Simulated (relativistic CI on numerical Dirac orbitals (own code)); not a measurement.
Hyperfine structure of Nb²⁺, mass number 93

Calculated at this level of theory: Dirac-Coulomb-Breit CI, orbitals from a KLI potential per configuration, a model potential for QED, valence Slater integrals scaled by 0.85, P86 correlation energy added to each configuration (own radial code, finite nucleus).

Configurations in the expansion (outside the closed core [Kr]): 4d3, 4d2 5s, 4d2 5p, 4d 5s2, 4d2 4f, 4d 5s 5p, 4d2 5d, 4d2 6s, 4d2 6p, 4d 4f2, 4d2 6d, 4d 5p2, 4d2 5f, 4d2 5g, 4d 5s 6s, 4d2 6f. Levels of other configurations are missing.

Nuclear spin I = 9/2, μ = 6.163 μN, Q = -0.32 b (tables of Stone and Pyykkö). The electronic factors are computed for point nuclear moments, without core polarisation; leaving it out makes A of s and p electrons in near-neutral atoms 20 to 40 % too small, and it can dominate for d and f shells.

```json
{"Level": "4d3 4F_3/2", "E (eV)": "0.0000", "A (MHz)": "691.7", "B (MHz)": "37.2"}
{"Level": "4d3 4F_5/2", "E (eV)": "0.0553", "A (MHz)": "421.4", "B (MHz)": "37.6"}
{"Level": "4d3 4F_7/2", "E (eV)": "0.1275", "A (MHz)": "343.8", "B (MHz)": "51.9"}
{"Level": "4d3 4F_9/2", "E (eV)": "0.2128", "A (MHz)": "327.2", "B (MHz)": "74.8"}
{"Level": "4d3 4P_3/2", "E (eV)": "1.1585", "A (MHz)": "318.5", "B (MHz)": "80.6"}
{"Level": "4d3 4P_1/2", "E (eV)": "1.1587", "A (MHz)": "-417.8", "B (MHz)": ""}
{"Level": "4d3 2G_7/2", "E (eV)": "1.2287", "A (MHz)": "502.4", "B (MHz)": "-60.9"}
{"Level": "4d3 4P_5/2", "E (eV)": "1.2592", "A (MHz)": "136.5", "B (MHz)": "-104"}
```

Levels with J = 0, under 50 % of one LS term, or S terms without an open s electron are left out. Small factors come from cancelling terms and can be off by tens of per cent or more.

For a near-neutral ion this model can misplace configurations by up to about 10,000 cm⁻¹ (more where the count of f electrons changes) and terms by 10 to 25 % of their spread. Rates follow the energies as ν³ (E1, M1) or ν⁵ (E2), so they and the lifetimes can be off by large factors. The fine structure of a lone outer electron comes out too small, for d and f at times inverted, and misplaced configurations move strength between like terms. 22 of the 24 excited levels that our extract of the measured tables holds in this range could be paired (the sources list more); they are missed by 1723 cm⁻¹ on average and 3527 at most, and levels without a partner can miss by more. Some levels of the ground configuration have no partner and can miss by 10 % or more.

Q: Give the hyperfine levels of 4d3 4F_3/2 relative to its centre of gravity.

A: With K = F(F + 1) − I(I + 1) − J(J + 1), E = AK/2 + B[¾K(K + 1) − I(I + 1)J(J + 1)]/[2I(2I − 1)J(2J − 1)]: F = 3: -5689, F = 4: -2947, F = 5: 503.2, F = 6: 4678 MHz.
